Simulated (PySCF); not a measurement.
**4-(trifluoromethyl)pyridine, C6H4F3N**

Cartesian coordinates in Å; atom numbers follow the order of the lines, from 1:
```xyz
14

F     2.5080    0.3826    1.0396
C     1.9790   -0.0288   -0.1164
F     2.4559   -1.2491   -0.3651
F     2.4280    0.7901   -1.0702
C     0.4744   -0.0186   -0.0511
C    -0.2204    1.1818   -0.1842
C    -1.6089    1.1507   -0.0707
N    -2.3030    0.0384    0.1552
C    -1.6305   -1.1017    0.2754
C    -0.2413   -1.1891    0.1809
H     0.3050    2.1188   -0.3775
H    -2.1865    2.0766   -0.1699
H    -2.2242   -2.0048    0.4566
H     0.2688   -2.1483    0.2809
```

Method used: quadratic response CAM-B3LYP/aug-cc-pVDZ first hyperpolarisability, Taylor convention, gas phase (PySCF). Geometry: PBE0-D3(BJ)/def2-SVP.

**Question.** What is the first hyperpolarisability, and how does it disperse?

**Answer.** In au, Taylor convention; the vector part is βᵢ = ⅓ Σⱼ (βᵢⱼⱼ + βⱼᵢⱼ + βⱼⱼᵢ); β∥ is 3/5 of the vector part along the dipole, the dipole points from − to +:
| process | λ (nm) | β vector norm | β∥ | β HRS | depolarisation ratio |
| --- | --- | --- | --- | --- | --- |
| static β(0;0,0) | ∞ | 139.4 | -80.7 | 51.9 | 8.01 |
| second harmonic β(−2ω;ω,ω) | 1907 | 143.0 | -82.8 | 53.3 | 7.76 |
| Pockels β(−ω;ω,0) | 1907 | 140.6 | -81.4 | – | – |
| second harmonic β(−2ω;ω,ω) | 1064 | 151.3 | -87.6 | 56.9 | 7.16 |
| Pockels β(−ω;ω,0) | 1064 | 143.2 | -82.9 | – | – |

**Question.** Which lowest excitations, dipole and polarisabilities go with it?

**Answer.** S1 4.86 eV (f = 0.004); S2 5.38 eV (f = 0.000); S3 5.46 eV (f = 0.062); dipole 0.31 D; isotropic α 76.9 au static, 77.1 au at 1907 nm, 77.7 au at 1064 nm, 77.9 au at 953.5 nm, 80.2 au at 532 nm.
